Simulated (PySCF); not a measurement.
BrClHInO, SMILES [OH][In]([Cl])[Br].

Geometry optimised at B3LYP-D3(BJ)/def2-SVP. The structure was generated by enumeration; whether it is a known compound was not checked. The def2 effective core potentials stand for the cores of In; spin–orbit coupling is left out. One conformer was computed; it need not be the lowest.

Method: PBE/def2-TZVP (PySCF).

Symmetry labels are those of the subgroup Cs that the program uses (full group Cs).

Computed valence orbital energies around the gap with their symmetry:
| orbital | symmetry | energy (eV) |
|---|---|---|
| HOMO−7 | A' | -10.55 |
| HOMO−6 | A' | -8.97 |
| HOMO−5 | A' | -8.46 |
| HOMO−4 | A" | -8.17 |
| HOMO−3 | A' | -7.76 |
| HOMO−2 | A" | -7.70 |
| HOMO−1 | A" | -7.51 |
| HOMO | A' | -7.47 |
| LUMO | A' | -3.74 |
| LUMO+1 | A" | -2.23 |
| LUMO+2 | A' | -0.50 |
| LUMO+3 | A' | 0.08 |
